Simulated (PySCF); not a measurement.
C₃H₈OSi, SMILES C[SiH2]CC=O.

Coordinates come from a B3LYP-D3(BJ)/def2-SVP optimisation. The structure was generated by enumeration, and PubChem lists no compound with its InChIKey, so it may never have been made. The values are those of a single conformer.

Vertical ionisation energy (IE) and electron affinity (EA) in eV. Rows of orbital energies are one-electron estimates. Where ΔSCF, EOM or ADC give a negative EA the extra electron is unbound and the value depends on the basis.

```csv
level,IE,EA
"−ε(HOMO), −ε(LUMO), ωB97X/def2-TZVP (PySCF)",9.99,-1.62
"−ε(HOMO), −ε(LUMO), PBE/def2-TZVP (PySCF)",5.96,1.98
```
